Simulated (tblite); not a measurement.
Run record: tight-binding relaxation, `C=N[C@@H](C)[SiH2][GeH2][CH3]`.

Computed with GFN2-xTB geometry optimisation, gas phase (tblite 0.8.0). Start geometry: from a force field or distance geometry. The command runs a driver script over a list of jobs; the input below is this job's line of settings and its coordinates in Å.

Command:
```bash
OMP_NUM_THREADS=1 python probes_run.py task.json out
```

Input:
```
{"job": {"kind": "relax", "xc": "GFN2-xTB", "basis": "xTB"}, "charge": 0, "multiplicity": 1}
C     -2.866600    -0.331800    -1.572300
N     -1.670600    -0.494300    -1.136100
C     -1.327300     0.333300     0.001000
C     -2.035600    -0.137800     1.252700
Si     0.458700     0.418600     0.401000
Ge     1.850000    -0.432700    -1.208900
C      3.664800     0.116100    -0.708000
H     -3.513100     0.401700    -1.081600
H     -3.180900    -0.935000    -2.419600
H     -1.723500     1.362600    -0.204100
H     -1.273800    -0.465300     1.996000
H     -2.704800    -1.005400     1.025000
H     -2.591500     0.706100     1.697000
H      0.828500     1.836800     0.580000
H      0.712300    -0.256900     1.688000
H      1.856200    -1.982200    -1.261500
H      1.597800     0.099800    -2.617500
H      3.981300    -0.466200     0.197400
H      3.559700     1.175200    -0.325100
H      4.373200     0.068100    -1.535600
```

Output:
```
step      E/eV     max force
  0    -590.44653    2.164
  1    -590.62018    2.011
  2    -590.68755    0.789
  3    -590.72524    0.451
  4    -590.77254    0.374
  5    -590.78878    0.351
  6    -590.81431    0.424
  7    -590.83300    0.430
  8    -590.85630    0.409
  9    -590.87347    0.299
... (208 lines left out)
218    -591.35488    0.012
219    -591.35492    0.015
220    -591.35495    0.015
221    -591.35498    0.014
222    -591.35501    0.015
223    -591.35503    0.014
224    -591.35506    0.017
225    -591.35508    0.020
226    -591.35510    0.015
227    -591.35512    0.008
```

«max force» is the largest atomic force in eV/Å.

Q: From which step on does the largest force stay under 0.1 eV/Å, and how much energy is left to gain from there?

A: From step 144 (0.095 eV/Å), 24.0 meV above the end.

Summary of the converged run: energy lowered by 21.0 kcal/mol over 227 steps; largest atomic force 0.008 eV/Å at the end.

Q: Give the final coordinates.

A: 0.917 Å rms from the input after alignment:
```
atom  x, y, z in Å
C1    -2.2998    0.1441   -1.8996
N2    -1.5287   -0.2517   -0.9947
C3    -1.5207    0.3619    0.2908
C4    -1.6801   -0.7103    1.3604
Si5    0.2413    1.1269    0.3509
Ge6    1.4763   -0.4011   -0.9133
C7     3.4322   -0.2068   -0.6738
H8    -3.0398    0.9410   -1.7661
H9    -2.2446   -0.3221   -2.8718
H10   -2.3150    1.1184    0.3979
H11   -0.9306   -1.4856    1.2162
H12   -2.6648   -1.1719    1.2952
H13   -1.5634   -0.2784    2.3513
H14    0.1687    2.4648   -0.2508
H15    0.6358    1.3004    1.7544
H16    1.1494   -1.8406   -0.6143
H17    1.2208   -0.2856   -2.3941
H18    3.7140   -0.3604    0.3653
H19    3.7590    0.7906   -0.9593
H20    3.9846   -0.9231   -1.2766
```

On Arm Neoverse V1, one thread, shared host with 32 logical CPUs at a one-minute load of 16, this took 2.0 s.
Labels such as C1 count atoms from 1, the log's own numbers from 0.
